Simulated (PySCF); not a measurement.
A structure optimised at B3LYP-D3(BJ)/def2-SVP, used in a PySCF frequency run:

```
Ga
Br 1 2.2823
Br 1 2.2823 2 120.00
Br 1 2.2823 2 120.00 3 180.00
```
Charge 0, spin multiplicity 1.

### Question
Write its SMILES, formula and point group.

### Answer
[Br][Ga]([Br])[Br], Br3Ga, D3h

### Question
What are its rotational constants (standard atomic weights)?

### Answer
0.80948, 0.80948, 0.40474 GHz
